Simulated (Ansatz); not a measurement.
Job for Ansatz (a quantum-chemistry and plane-wave program): R-wB97X-V/def2-TZVPP on BCl2HO (SMILES OB(Cl)Cl), a point of a torsion scan.

Ansatz 0.2 input:
```yaml
crystal:
  periodic: [false, false, false]
  atoms:
    - {symbol: O, position_ang: [-0.87280461, -0.53167703, 0.25132740]}
    - {symbol: B, position_ang: [0.31373375, 0.05009695, 0.10447280]}
    - {symbol: Cl, position_ang: [1.70627713, -0.92141684, -0.22051255]}
    - {symbol: Cl, position_ang: [0.50061707, 1.78738241, 0.14188523]}
    - {symbol: H, position_ang: [-1.65343913, -0.37095425, -0.27164342]}
basis:
  gaussian:
    orbitals: def2-TZVPP
hamiltonian:
  xc: {name: wB97X-V}
scf: {lower_state_search: off}
```

Output:

```
WARN ansatz: RAYON_NUM_THREADS=1 ignored (pool sized by the plan → 1); use --threads N
Functional definition: wB97X-V
these checks for a lower state are left out or cut short: stability, starts, cluster_reference, orbital_swaps, neighbouring_geometries, increment
integrals: 0.11 GiB planned
999 factors; their error is unknown
integrals: 0.14 GiB planned
174 factors; integrals over basis functions are off by at most 3.6e-5 eV
mean field: 0.80 GiB planned
mean field evaluation 1: about -27782.3758 eV, gradient 4.5e1 eV
mean field evaluation 2: about -27782.1647 eV, gradient 4.9e1 eV
mean field evaluation 4: about -27785.6633 eV, gradient 1.2e0 eV
mean field evaluation 8: about -27785.7115 eV, gradient 3.2e-2 eV
mean field evaluation 16: about -27785.7115 eV, gradient 4.0e-6 eV
mean field -27785.71154640 eV, -1021.1060654985 hartree, gradient 4.1e-6 eV, S^2 0.000000; 0 other end points of the search recorded, 0 dependent functions left out
reference -27785.71154482 eV, -1021.1060654404 hartree; 24, 24 occupied and 136, 136 virtual orbitals, 999 factors
Total energy: -27785.71154482 eV, -1021.1060654404 hartree
Checks for a lower state left out: stability, starts, cluster_reference, orbital_swaps, neighbouring_geometries, increment
```

The calculation finished and met its thresholds.

Cost: around 8 core-seconds (rough).
